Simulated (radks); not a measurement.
Results of a calculation; reference values are marked as such.
All-electron atom: Hg3+ in [Xe] 4f14 5d9 (the NIST ground configuration).

Level of theory: scalar-relativistic Kohn-Sham, B86b exchange with PBE correlation, spin-unpolarised, spherical densities, finite nucleus; Fermi nuclear charge, rms radius 5.4648 fm (a radial shooting solver on a logarithmic mesh with Libxc functionals).

Energy parts (Ry):
| part | energy |
|---|---|
| total | -39233.9212 |
| kinetic | 44016.0171 |
| electron-nucleus | -97521.9103 |
| Hartree | 15013.1356 |
| exchange-correlation | -741.1636 |

Orbitals (lengths in bohr, moments of r in powers of bohr):
orbital  occ.  eigenvalue (Ry)      <r>       <r^4>
1s          2        -6113.405  0.01659   3.995e-07
2s          2        -1085.660  0.06993  0.00005824
2p          6        -936.8583  0.06328  0.00004759
3s          2        -259.5742   0.1807    0.002100
3p          6        -216.5565   0.1821    0.002319
3d         10        -171.2089   0.1650    0.001781
4s          2        -59.05187   0.3993     0.04665
4p          6        -44.94167   0.4254     0.06245
4d         10        -28.17214   0.4488     0.08561
5s          2        -11.19836   0.9001       1.192
4f         14         -9.58300   0.4823      0.1587
5p          6         -7.39229    1.033       2.168
5d          9         -3.12377    1.385       8.270

The highest occupied level is 5d at -42.501 eV. For comparison, the ionisation energy in NIST's Atomic Spectra Database is 48.6 eV (measured). In exact Kohn-Sham theory the highest level is minus the ionisation energy, but local and semilocal functionals leave it too shallow, through self-interaction and a potential that decays too fast; potentials with the right tail come closer.

Beside tabulated values, note that spin-unpolarised runs miss the spin-polarisation part of the exchange energy of open shells.
